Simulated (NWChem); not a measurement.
# Ionisation of CuI

```xyz
2

Cu     0.0000     0.0000    -1.5331
I      0.0000     0.0000     0.8389
```
Charge 0, spin multiplicity 1.

Everything below was run with NWChem. All single points use one geometry, from PBE/def2-SVP with def2 effective core potentials on I, a minimum by its harmonic frequencies.

Basis set: def2-TZVP. The species with one electron less has spin multiplicity 2 and keeps the geometry of the parent. Δ marks differences of total energies (open shells unrestricted). −ε marks an orbital energy of the parent. That orbital need not have the symmetry of the hole or added electron in the Δ rows.

Effective core potentials replace the inner electrons of I; spin-orbit coupling is left out. B3LYP has NWChem's definition, with VWN1-RPA local correlation. The structure started from a generated list of species. No SCF solution was tested for a lower state.

### Question
Order these methods by the first vertical ionisation energy they give, lowest first: ΔPBE, G0W0@PBE0, −ε(HOMO) of B3LYP, evGW0@PBE0.

### Answer
−ε(HOMO) of B3LYP (6.63 eV), G0W0@PBE0 (8.57 eV), evGW0@PBE0 (8.67 eV), ΔPBE (8.96 eV)
